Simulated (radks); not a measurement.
Q: The cobalt ion Co4+, [Ar] 3d5. Method: non-relativistic Kohn-Sham, r2SCAN, spin-polarised, spherical densities, point nucleus; meta-GGA in the generalised Kohn-Sham scheme; computed with a radial shooting solver on a logarithmic mesh with Libxc functionals. Every spin shell is full or empty, so the densities are truly spherical. Functionals are evaluated on that one density, not self-consistently. Rank these orbital-free kinetic functionals by their error against the exact value of the orbitals, and give that value: Thomas-Fermi, TF + vW, TF + vW/9, TF + vW/5, LC94, APBEK, Perdew 92, Thakkar, Pearson, LKT, PG1, DePristo-Kress.

A: Exact: 1377.74 hartree. From best to worst, with 100 (|E| - |E exact|)/|E exact| (equal figures are ties): LC94 +0.03, DePristo-Kress -0.05, APBEK +0.12, Thakkar -0.37, Perdew 92 -0.71, TF + vW/9 -0.72, Pearson -1.26, TF + vW/5 +3.87, Thomas-Fermi -6.46, PG1 +19.86, LKT +24.91, TF + vW +45.20.
